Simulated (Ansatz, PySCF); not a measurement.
C3H7NOSi, SMILES C1=CO[SiH2]NC1. Atoms are numbered in the order given.

```xyz
13

C      1.3142    -0.9736    -0.2670
C      1.5569     0.2342     0.2596
O      0.6255     1.1498     0.6442
Si    -0.9665     0.9380     0.1275
N     -1.1323    -0.7646    -0.0309
C     -0.0375    -1.6056    -0.4973
H      2.1849    -1.5767    -0.5401
H      2.5815     0.5873     0.4200
H     -1.1079     1.7288    -1.1306
H     -1.9118     1.4657     1.1449
H     -2.0311    -1.2269     0.0243
H     -0.1348    -1.8620    -1.5731
H     -0.0592    -2.5693     0.0451
```

The structure is a stationary point at ωB97X-D3(BJ)/def2-SVP. The structure was generated by enumeration, and PubChem lists no compound with its InChIKey, so it may never have been made. Other conformers were not sampled.

Two levels are set side by side: PBE-D3(BJ)/def2-SVP (Ansatz, a first-principles code) and ωB97X-D3(BJ)/def2-SVP (PySCF). Each level has its own optimised geometry; the coordinates shown are those of the second. Frequencies come from the Hessian of PySCF at each geometry. Differences are taken from unrounded values.

```tsv
quantity	ωB97X-D3(BJ)
mean bond length (Å)	1.344
bond C1–C2 (Å)	1.340
bond C1–C6 (Å)	1.510
bond C2–O3 (Å)	1.362
bond O3–Si4 (Å)	1.687
bond Si4–N5 (Å)	1.718
bond N5–C6 (Å)	1.457
bond C1–H7 (Å)	1.094
bond C2–H8 (Å)	1.096
bond Si4–H9 (Å)	1.493
bond Si4–H10 (Å)	1.486
bond N5–H11 (Å)	1.012
bond C6–H12 (Å)	1.110
bond C6–H13 (Å)	1.106
highest harmonic wavenumber (cm⁻¹)	3680
mean harmonic wavenumber (cm⁻¹)	1343
zero-point energy (kcal/mol)	63.37
```

Problem. What does PBE-D3(BJ) give, and how far is it from ωB97X-D3(BJ)? (An estimate is asked for; the answer gives what the named calculation found.)

Solution. 
```
quantity                            PBE-D3(BJ)  PBE-D3(BJ) minus ωB97X-D3(BJ)
----------------------------------  ----------  -----------------------------
mean bond length (Å)                     1.353                          0.009
bond C1–C2 (Å)                           1.353                          0.014
bond C1–C6 (Å)                           1.508                         -0.002
bond C2–O3 (Å)                           1.367                          0.006
bond O3–Si4 (Å)                          1.707                          0.020
bond Si4–N5 (Å)                          1.729                          0.011
bond N5–C6 (Å)                           1.460                          0.003
bond C1–H7 (Å)                           1.101                          0.007
bond C2–H8 (Å)                           1.104                          0.008
bond Si4–H9 (Å)                          1.507                          0.014
bond Si4–H10 (Å)                         1.498                          0.013
bond N5–H11 (Å)                          1.020                          0.008
bond C6–H12 (Å)                          1.122                          0.012
bond C6–H13 (Å)                          1.117                          0.011
highest harmonic wavenumber (cm⁻¹)        3551                           -129
mean harmonic wavenumber (cm⁻¹)           1283                            -60
zero-point energy (kcal/mol)             60.54                          -2.83
```

GGA bonds tend to be longer and softer than those of functionals with exact exchange. Differences between two approximate levels are no errors against the true value.
